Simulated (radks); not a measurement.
Spherical jellium clusters: N electrons in a uniform positive sphere of charge N and radius rs N^(1/3), rs = 4.58 bohr. Calculated with a radial shooting solver with Libxc functionals: non-relativistic Kohn-Sham, LDA (Slater exchange, Perdew-Wang correlation), spin-polarised, spherical densities. Levels are named by radial order and angular momentum (1s, 1p, 1d, 2s, ...), and open shells are averaged over m.

N = 12, configuration 1s2 1p6 1d(up 4, down 0). This is the lowest configuration that the search found. Occupied and some empty levels:

| level | occupation | eigenvalue (eV) | <r> (bohr) |
|---|---|---|---|
| 1s up | 1 | -4.2773 | 6.798 |
| 1s down | 1 | -3.9925 | 6.506 |
| 1p up | 3 | -3.5157 | 7.979 |
| 1p down | 3 | -3.1608 | 7.924 |
| 1d up | 4 | -2.5375 | 8.930 |
| 1d down | 0 | -2.1697 | 9.025 |
| 2s up | 0 | -2.0150 | 7.829 |
| 2s down | 0 | -1.8404 | 8.046 |
| 1f up | 0 | -1.4183 | 9.909 |
| 1f down | 0 | -1.0768 | 10.18 |
| 2p up | 0 | -0.95315 | 10.38 |
| 2p down | 0 | -0.78444 | 10.78 |

Energy (eV): total -21.3504, kinetic 16.953, external -442.46, Hartree 218.81, exchange-correlation -38.877, background 224.22.

Electron density:

| r (bohr) | n(r) (e/bohr^3) |
|---|---|
| 0.760 | 0.001349 |
| 2.03 | 0.001643 |
| 3.30 | 0.002134 |
| 4.57 | 0.002675 |
| 5.84 | 0.003034 |
| 7.11 | 0.002939 |
| 8.38 | 0.002288 |
| 9.64 | 0.001358 |
| 10.9 | 0.0006133 |
| 12.2 | 0.0002267 |
| 13.4 | 0.00007445 |
| 14.7 | 0.00002276 |
| 16.0 | 6.662e-06 |
